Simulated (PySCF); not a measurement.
Start geometry of `N#[C][GeH2][C]#C[SiH3]` from GFN2-xTB (Å):
```
atom  x, y, z in Å
N1    -2.937    2.463   -1.129
C2    -2.657    1.474   -0.691
Ge3   -2.171   -0.216    0.046
C4    -0.228   -0.279    0.111
C5     0.946   -0.330    0.140
Si6    2.799   -0.379    0.210
H7    -2.733   -0.290    1.429
H8    -2.692   -1.266   -0.853
H9     3.227    0.392    1.401
H10    3.302    0.197   -1.022
H11    3.182   -1.793    0.342
```

Q: What comes out of this run: PBE0-D3(BJ)/def2-SVP geometry optimisation, gas phase (PySCF)?

A: 
```
atom  x, y, z in Å
N1    -2.8263    2.8550   -1.0013
C2    -2.5200    1.8168   -0.5874
Ge3   -2.0446    0.0872    0.1139
C4    -0.1598   -0.0484    0.0599
C5     1.0581   -0.1552    0.0331
Si6    2.8922   -0.3046   -0.0102
H7    -2.5520    0.0304    1.5556
H8    -2.6978   -0.9647   -0.7834
H9     3.4702    0.4475    1.1391
H10    3.3944    0.2568   -1.2959
H11    3.2590   -1.7460    0.0921
```

The energy falls by 7.9 kcal/mol over 7 energy and gradient evaluations, the largest force component goes from 0.1262 to 3.2e-04 Eh/bohr, and the atoms move by 0.038 Å rms after alignment. The bond that changes most is Ge3–C4 (ends: germanium bonded to 2 C and 2 H; alkyne carbon), which shortens by 0.055 Å. Bonds longer at the end by more than 0.005 Å: 8 of 10; shorter: 2. Rotational constants go from 4310, 677.6, 593.9 to 4249, 675.2, 591.1 MHz. The orientation of the end geometry is arbitrary; only internal coordinates are fixed.

The run used 131 basis functions and 48 SCF cycles in all.

No PBE0-D3(BJ)/def2-SVP frequencies stand behind this structure, so it isn't proved a minimum.
